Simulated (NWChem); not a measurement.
System meant: CdGeH4O; SMILES [OH][Cd][GeH3]

The following NWChem deck was run.

```
start job
memory heap 200 mb stack 900 mb global 1100 mb
geometry units angstroms noautoz
  Cd    -0.655862     0.663281     0.000292
  O     -1.053466     2.602942    -0.000958
  H     -0.263638     3.154821     0.004891
  Ge    -0.238724    -1.812424     0.002004
  H      1.263206    -2.113195    -0.175922
  H     -0.685400    -2.466715     1.324173
  H     -0.988477    -2.520823    -1.143348
end
basis spherical
  Cd library def2-svp
  O library def2-svp
  H library def2-svp
  Ge library def2-svp
end
dft
  xc pbe0
  iterations 150
  mulliken
end
task dft energy
```

End of the output:

```
             Northwest Computational Chemistry Package (NWChem) 7.3.0
             --------------------------------------------------------

 C1  symmetry detected

                             Geometry "geometry" -> ""
                             -------------------------

 Output coordinates in angstroms (scale by  1.889725989 to convert to a.u.)

  No.       Tag          Charge          X              Y              Z
 ---- ---------------- ---------- -------------- -------------- --------------
    1 Cd                  48.0000    -0.00194536     0.77544132    -0.00008284
    2 O                    8.0000    -0.06929575     2.75428921     0.00044739
    3 H                    1.0000     0.80178024     3.16618541    -0.00057046
    4 Ge                  32.0000    -0.00505128    -1.73515873     0.00009467
    5 H                    1.0000     1.42384665    -2.28295586    -0.18986209
    6 H                    1.0000    -0.54410899    -2.30628108     1.32636127
    7 H                    1.0000    -0.87213340    -2.30736642    -1.13856105

 Effective nuclear repulsion energy (a.u.)     533.1770209325

                                 NWChem DFT Module
                                 -----------------

 Summary of "ao basis" -> "ao basis" (spherical)
 ------------------------------------------------------------------------------
       Tag                 Description            Shells   Functions and Types
 ---------------- ------------------------------  ------  ---------------------
 Cd                         def2-svp                11       31   5s3p2d1f
 O                          def2-svp                 6       14   3s2p1d
 H                          def2-svp                 3        5   2s1p
 Ge                         def2-svp                12       32   5s4p3d

            General Information
            -------------------
          SCF calculation type: DFT
          Wavefunction type:  closed shell.
          No. of atoms     :     7
          No. of electrons :    92
           Alpha electrons :    46
            Beta electrons :    46
          Charge           :     0
          Spin multiplicity:     1
          Use of symmetry is: off; symmetry adaption is: off
          Maximum number of iterations: 150
          AO basis - number of functions:    97
                     number of shells:    41
          Convergence on energy requested:  1.00D-06
          Convergence on density requested:  1.00D-05
          Convergence on gradient requested:  5.00D-04

              XC Information
              --------------
                         PBE0 Method XC Functional
                     Hartree-Fock (Exact) Exchange  0.250
          PerdewBurkeErnzerhof Exchange Functional  0.750
            Perdew 1991 LDA Correlation Functional  1.000 local
           PerdewBurkeErnz. Correlation Functional  1.000 non-local

             Grid Information
             ----------------
          Grid used for XC integration:  medium
          Radial quadrature: Mura-Knowles
          Angular quadrature: Lebedev.
          Tag              B.-S. Rad. Rad. Pts. Rad. Cut. Ang. Pts.
          ---              ---------- --------- --------- ---------
          Cd                  1.55      123          10.0       590
          O                   0.60       49          13.0       434
          H                   0.35       45          13.0       434
          Ge                  1.25      112          12.0       590
          Grid pruning is: on
          Number of quadrature shells:   464
          Spatial weights used:  Erf1

      Superposition of Atomic Density Guess
      -------------------------------------

 Sum of atomic energies:       -3359.95157456

      Non-variational initial energy
      ------------------------------

 Total energy =   -3364.451842
 1-e energy   =   -5733.376535
 2-e energy   =    1835.747672
 HOMO         =      -1.078558
 LUMO         =      -1.048158

     ---------------------------------------------
      Total Density - Mulliken Population Analysis
     ---------------------------------------------

    Atom       Charge   Shell Charges
 -----------   ------   -------------------------------------------------------
    1 Cd  48    55.88   2.00  2.01  2.04  2.72 -0.52  6.02  6.90 -0.34 10.03 11.02 14.00
    2 O    8     7.13   1.99  0.94  0.80  2.45  0.94  0.01
    3 H    1     0.35   0.32  0.01  0.02
    4 Ge  32    28.38   2.00  2.00  1.99  0.89  0.56  6.00  5.96  0.00 -0.57  8.05  1.85 -0.36
    5 H    1     0.08   0.07  0.01  0.01
    6 H    1     0.09   0.07  0.01  0.01
    7 H    1     0.09   0.07  0.01  0.01

[...]
```

Task: What is wrong, and how is it mended?

Result: The run ends normally but its numbers are meaningless: the def2 basis of a heavy element holds valence functions alone and wants its effective core potential (without it all electrons must fit into that basis). This input runs:
```
start job
memory heap 200 mb stack 900 mb global 1100 mb
geometry units angstroms noautoz
  Cd    -0.655862     0.663281     0.000292
  O     -1.053466     2.602942    -0.000958
  H     -0.263638     3.154821     0.004891
  Ge    -0.238724    -1.812424     0.002004
  H      1.263206    -2.113195    -0.175922
  H     -0.685400    -2.466715     1.324173
  H     -0.988477    -2.520823    -1.143348
end
basis spherical
  Cd library def2-svp
  O library def2-svp
  H library def2-svp
  Ge library def2-svp
end
ecp
  Cd library def2-ecp
end
dft
  xc pbe0
  iterations 150
  mulliken
end
task dft energy
```
It converges to -2321.68878 Ha (PBE0/def2-SVP with def2 effective core potentials on Cd). The faulty run gave -3469.049 Ha, with all electrons squeezed into the valence basis.
